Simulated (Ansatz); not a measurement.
Ideal-gas functions of Au2 (`[Au][Au]`) at 800 K and 1 bar, from an Ansatz frequency run at PBE0-D4/def2-TZVP.

Molar mass 393.93 g/mol, point group D∞h (symmetry number 2), electronic degeneracy 1, moments of inertia 627.472 u Å². Harmonic wavenumbers (cm⁻¹, unscaled): 175.

Use S(trans) = R[1.5 ln M + 2.5 ln T − 1.1517]; rotational temperatures θ = 24.2544 K / I; S(rot) = R[ln(T/σθ) + 1]; for each mode x = 1.438777 ν̃/T, S = R[x/(eˣ − 1) − ln(1 − e⁻ˣ)] and H = RT x/(eˣ − 1); 1 cm⁻¹ = 0.0119627 kJ/mol; R = 8.31446 J/(mol·K).

Question: By hand: the entropy, in J/(mol·K).

Answer: Translation 203.9. Rotation: θ = 0.0387 K, giving 85.2. Vibration, mode by mode: 17.96, in all 18.0. Electronic 0.0. Sum 307.1 J/(mol·K).

Question: By hand: H − E and G − E in kJ/mol, counted from the electronic energy.

Answer: Zero-point energy ½ × 175 × 0.0119627 = 1.0; thermal vibration 5.7; translation, rotation and pV give 3.5 RT = 23.3. H − E = 30.0 kJ/mol, and G − E = 30.0 − 800 × 307.1/1000 = -215.7 kJ/mol.

Vibration gives 6 % of the entropy.
